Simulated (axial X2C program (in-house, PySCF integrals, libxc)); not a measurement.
# Outer orbitals of InF at 1.999 Å, PBE0

Calculated with an axial X2C code built on PySCF integrals. Spin-free means the one-electron spin-free X2C Hamiltonian; two-component (2c) means X2C with spin–orbit coupling and atomic mean-field two-electron Coulomb and Gaunt terms, so the difference of the two also holds small scalar two-electron terms. Basis: In dyall-cv3z [11s12p9d4f1g], F dyall-av3z [7s6p3d2f] (cores contracted in-house); Gaussian nuclei, density fitting, unrestricted open shells. Masses: In 114.904 u, F 18.998 u.

The distance is close to the 2c PBE0 minimum; the highest filled and lowest empty levels are listed.

Spin-free orbitals, state M_S = 0, Λ = 0 (closed shell) (Löwdin shares):

```csv
symmetry,occupied,ε (eV),atomic character
σα,yes,-30.00,"87% F s, 6% In d, 4% In p"
δ+α,yes,-21.39,100% In d
δ-α,yes,-21.39,100% In d
π+α,yes,-21.21,99% In d
π-α,yes,-21.21,99% In d
σα,yes,-21.10,"95% In d, 2% F s"
σα,yes,-11.16,"71% F p, 24% In s"
π-α,yes,-9.56,"94% F p, 3% In p, 2% In d"
π+α,yes,-9.56,"94% F p, 3% In p, 2% In d"
σα,yes,-7.56,"53% In s, 25% F p, 16% In p"
π-α,no,-1.63,"89% In p, 7% F p, 3% In d"
π+α,no,-1.63,"89% In p, 7% F p, 3% In d"
σα,no,-0.01,"77% In p, 11% In d, 6% F s"
σα,no,1.48,"84% In s, 6% F p, 5% In p"
```

One partner of each degenerate Kramers or spin pair is listed.

Spinors with spin–orbit coupling (state Ω = 0):

| ω | occupied | ε (eV) | atomic character | λ mixture |
| --- | --- | --- | --- | --- |
| 1/2 | yes | -30.01 | 87% F s, 6% In d, 4% In p | 100% σ |
| 3/2 | yes | -21.87 | 100% In d | 86% δ, 14% π |
| 1/2 | yes | -21.67 | 98% In d | 67% π, 33% σ |
| 5/2 | yes | -21.07 | 100% In d | 100% δ |
| 3/2 | yes | -20.92 | 99% In d | 86% π, 14% δ |
| 1/2 | yes | -20.82 | 97% In d | 67% σ, 33% π |
| 1/2 | yes | -11.16 | 71% F p, 24% In s | 100% σ |
| 1/2 | yes | -9.58 | 94% F p, 3% In p, 2% In d | 100% π |
| 3/2 | yes | -9.54 | 94% F p, 2% In p, 2% In d | 100% π |
| 1/2 | yes | -7.56 | 53% In s, 25% F p, 16% In p | 100% σ |
| 1/2 | no | -1.72 | 89% In p, 7% F p, 2% In d | 100% π |
| 3/2 | no | -1.54 | 89% In p, 7% F p, 3% In d | 100% π |
| 1/2 | no | 0.00 | 77% In p, 11% In d, 6% F s | 100% σ |
| 1/2 | no | 1.48 | 83% In s, 6% F p, 5% In p | 100% σ |

One partner of each degenerate Kramers or spin pair is listed.

(1) How does the gap between the highest filled and lowest empty level change from the spin-free to the 2c table?

Mulliken charges and populations of the two-component result (they depend on the basis, above all on diffuse functions):

In 0.69 e (s 9.94 p 18.33 d 20.03 f 0.02), F -0.69 e (s 4.00 p 5.68 d 0.01).

The state is one determinant whose occupation by symmetry is held fixed; it was picked as the lowest of a PBE0 search that is not exhaustive.

Results:

(1) From 5.93 to 5.84 eV at PBE0, a change of -0.09 eV.
